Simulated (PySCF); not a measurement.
A search over the determinants of AsBr⁺

Unrestricted PBE0; basis As def2-TZVPPD, Br def2-TZVPPD; no relativity; PySCF 2.14. Outer shells of the fragments: As+ 3d10 4s2 4p2; Br 3d10 4s2 4p5.

Followed along the bond (rough minima from three points):

```json
{"2Ms+1": "2", "unpaired": "π ↑", "⟨S²⟩ at the start": "0.77", "R at minimum (Å)": "2.19", "Te (eV)": "0.00"}
{"2Ms+1": "4", "unpaired": "π ↑↑↑", "⟨S²⟩ at the start": "3.76", "R at minimum (Å)": "none in the scan", "Te (eV)": "≤ 2.16"}
```

Solutions found at the starting distance of 2.390 Å, counted from the lowest of them; the search is not exhaustive and high or unbound solutions are not listed, so other states can lie among these:

```json
{"2Ms+1": "2", "unpaired": "π ↑", "term": "²Π", "E (eV)": "0.00", "⟨S²⟩": "0.77", "⟨Lz²⟩": "1.01", "μ (D)": "-3.06"}
{"2Ms+1": "4", "unpaired": "π ↑↑↑", "term": "⁴Π", "E (eV)": "1.91", "⟨S²⟩": "3.76", "⟨Lz²⟩": "1.01", "μ (D)": "0.06"}
{"2Ms+1": "2", "unpaired": "π ↑↑↓", "term": "mixed", "E (eV)": "2.28", "⟨S²⟩": "1.76", "⟨Lz²⟩": "3.03", "μ (D)": "0.07"}
{"2Ms+1": "4", "unpaired": "σ ↑, π ↑↑", "term": "⁴Σ⁻", "E (eV)": "2.71", "⟨S²⟩": "3.76", "⟨Lz²⟩": "0.00", "μ (D)": "-1.87"}
{"2Ms+1": "2", "unpaired": "σ ↑", "term": "²Σ⁺", "E (eV)": "3.02", "⟨S²⟩": "0.79", "⟨Lz²⟩": "0.00", "μ (D)": "-3.02"}
{"2Ms+1": "2", "unpaired": "σ ↓, π ↑↑", "term": "mixed", "E (eV)": "3.18", "⟨S²⟩": "1.77", "⟨Lz²⟩": "0.00", "μ (D)": "-1.65"}
```

A term symbol is given only where ⟨S²⟩ and ⟨Lz²⟩ are close to those of a pure state; real π, δ and φ orbitals otherwise mix terms. A positive dipole points towards Br; it is taken about the centre of mass and depends on that origin.

Spin–orbit coupling is left out. Counting both spins, an empty level lies below a filled one in some of these solutions, because spin and occupation are held.
